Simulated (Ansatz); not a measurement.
This Ansatz (an electronic-structure program) input (CCSD(T)/6-31+G*) gives -74.90265 Eh with 19 basis functions. A basis named .json is the Basis Set Exchange file of that set (core-valence sets with the plain set on hydrogen).

Ansatz 0.2 input:
```yaml
crystal:
  periodic: [false, false, false]
  atoms:
    - {symbol: O, position_ang: [0.00000000, 0.00000000, 0.00000000]}
basis:
  gaussian:
    orbitals: 6-31+G_.json
magnetization: {spin_polarized: true, initial_magnetization: 2}
correlation: {method: ccsd_t, electrons: outside_noble_gas}
scf: {lower_state_search: full}
```

Change:
```diff
- orbitals: 6-31+G_.json
+ orbitals: 6-311G__.json
```

Problem. What does the run give now?

Solution. -74.93400 Eh (CCSD(T)/6-311G**, 18 functions), a change of -31.35 mEh.
